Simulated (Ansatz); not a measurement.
Consider the homolysis of the O–Si bond: `BO[SiH2][GeH3]` → `B[O]`• + `[SiH2][GeH3]`•.

Computed with Ansatz on PBE0-D4/def2-TZVP structures; ΔE is electronic, products minus reactants. CBS: MP2 limit from def2 TZ/QZ plus the TZ coupled-cluster correction, frozen cores. This one scheme is used for every species. DFT in def2-TZVPP. B3LYP here is the variant with VWN-RPA as its local correlation; programs differ in this. No spin–orbit coupling; open shells (•) take unrestricted orbitals. For Ge outer-core shells are correlated without core-valence functions, which leaves a few kJ/mol of doubt a bond. Scalar relativity is left out up to krypton. One conformer a species, not always the lowest.

```
             level  ΔE (kcal/mol)  difference from CCSD(T)/CBS
            PBE-D4           94.3                        -14.9
         r2SCAN-D4           95.8                        -13.4
           PBE0-D4           99.1                        -10.1
          B3LYP-D4           99.4                         -9.8
           ωB97X-V          105.6                         -3.6
           ωB97M-V          106.2                         -3.0
            B2PLYP          103.4                         -5.8
               PBE           92.4                        -16.8
            r2SCAN           95.2                        -14.0
              PBE0           97.5                        -11.7
             B3LYP           96.3                        -12.9
     HF/def2-TZVPP           82.6                        -26.6
    MP2/def2-TZVPP          117.7                          8.5
SCS-MP2/def2-TZVPP          115.8                          6.6
   CCSD/def2-TZVPP          104.2                         -5.0
CCSD(T)/def2-TZVPP          105.3                         -3.9
     HF/def2-QZVPP           82.8                        -26.4
    MP2/def2-QZVPP          120.0                         10.8
SCS-MP2/def2-QZVPP          118.2                          9.0
      HF/CBS(def2)           82.8                        -26.4
     MP2/CBS(def2)          121.5                         12.3
    CCSD/CBS(def2)          108.1                         -1.1
       CCSD(T)/CBS          109.2                            0
```

Largest T1 diagnostic among the species: 0.040.

In def2-TZVPP, CCSD(T) changes the Hartree–Fock value by +22.8 kcal/mol (the triples alone add +1.1 kcal/mol) and MP2 by +35.1 kcal/mol; breaking electron pairs costs correlation energy, which Hartree–Fock lacks. From PBE to PBE0 (25 % exact exchange), in def2-TZVPP and without D4, ΔE moves by +5.0 kcal/mol.
